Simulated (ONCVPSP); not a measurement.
# lutetium (Lu): from the effect back to the setting (ONCV)

Base potential:

```
Element                 : Lu
Generator               : ONCVPSP 4.0.1
Type                    : optimised norm-conserving Vanderbilt (ONCV)
Functional              : PBE
Relativity              : scalar-relativistic
Frozen core             : [Kr] 4d10
Valence charge          : 25
Reference configuration : 4f14 5s2 5p6 5d1 6s1.75 6p0.25
Partial waves           : 5s+6s: rc 1.95 bohr, ncon 5, nbas 9, qcut 6.1 1/bohr, 2 projectors; 5p+6p: rc 2.40 bohr, ncon 3, nbas 7, qcut 4.7 1/bohr, 2 projectors; 5d: rc 2.25 bohr, ncon 5, nbas 8, qcut 4.9 1/bohr, 2 projectors, debl 3.2 Ha; 4f: rc 0.75 bohr, ncon 3, nbas 8, qcut 20.9 1/bohr, 2 projectors, debl 1 Ha
Local potential         : polynomial inside 0.75 bohr (lpopt 5, dvloc0 -1 Ha)
Core correction         : Teter function, fcfact 2, rcfact 1.75
```

Cutoffs, loose and tight: the cutoffs (Ha) at which the residual kinetic energy of the hardest occupied pseudo-wave falls to 1 and 0.1 mHa per electron. They do not see the model core or the augmentation charge, which bear on the density cutoff. Test errors are all-electron minus pseudo excitation energies from the reference, over the configurations 4f14 5s2 5p6 5d1 6s2 6p0; 4f14 5s2 5p6 5d1 6s1 6p0; 4f14 5s2 5p6 5d1 6s0 6p0; 4f14 5s2 5p6 5d2 6s1 6p0; variants that change the core or the reference have their own tests.

Only the scale of all radii but the core radius (base = 1) is moved:

| scale of all radii but the core radius (base = 1) | cutoff, loose | cutoff, tight | bound ghosts | largest test error (meV) |
| --- | --- | --- | --- | --- |
| 0.78 | 807 Ha | 1426 Ha | s, p | -6.6 |
| 0.83 | 380 Ha | 1004 Ha | s, p | -6.7 |
| 0.91 | 209 Ha | 613 Ha | s, p | -7.1 |
| 1.01 | 192 Ha | 209 Ha | s | -8.7 |
| 1.09 | 182 Ha | 199 Ha | s, p | -12 |
| 1.13 | 179 Ha | 196 Ha | s, p | -14 |
| 1.21 | 171 Ha | 187 Ha | s, p, d | -19 |
| 1.27 | 163 Ha | 179 Ha | s | -6.5 over the solved tests; 1 of 4 tests not solved or not reliable |
| 1.33 | 156 Ha | 172 Ha | s | -35 over the solved tests; 1 of 4 tests not solved or not reliable |

Task: One more run gave cutoff, loose: 199 Ha; cutoff, tight: 242 Ha; bound ghosts: s, p; largest test error (meV): -7.7. Which value of the scale of all radii but the core radius (base = 1) was used?

Result: 0.96. The loose cutoff moves one way along this sweep, from 807 Ha at 0.78 to 156 Ha at 1.33, which places the run between 0.91 and 1.01.
